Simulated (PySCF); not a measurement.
## Working out the ionisation energy of Cd⁺

Cd⁺ [Kr] 4d10 5s1 (2S) → Cd²⁺ [Kr] 4d10 (1S). All numbers are calculated (PySCF 2.14, scalar relativity through the core potential, in aug-cc-pVDZ-PP with ECP28MDF (5s5p4d2f, 54 functions)). Frozen: 4s2 4p6. Energies in hartree (1 hartree = 27.21139 eV):

```json
{"part": "UHF", "Cd⁺ (lower)": "-166.565887", "Cd²⁺ (upper)": "-165.996307"}
{"part": "CCSD correlation", "Cd⁺ (lower)": "-0.312371", "Cd²⁺ (upper)": "-0.276978"}
{"part": "(T)", "Cd⁺ (lower)": "-0.005684", "Cd²⁺ (upper)": "-0.003926"}
```

**Question.** What does Hartree-Fock give?

**Answer.** (-165.996307) − (-166.565887) = 0.569580 hartree = 15.499 eV.

**Question.** What do CCSD and CCSD(T) give?

**Answer.** The CCSD correlation energies differ by 0.035393 hartree = 0.963 eV and the triples by 0.001758 hartree = 0.048 eV, so CCSD gives 16.462 eV and CCSD(T) 16.510 eV.

Measured between the centres of the two terms (NIST): 16.908 eV, so CCSD(T) (valence) is off by -0.398 eV.

A double-zeta basis recovers only part of the correlation energy.

What remains against the reference includes basis incompleteness, the frozen core and higher excitations.
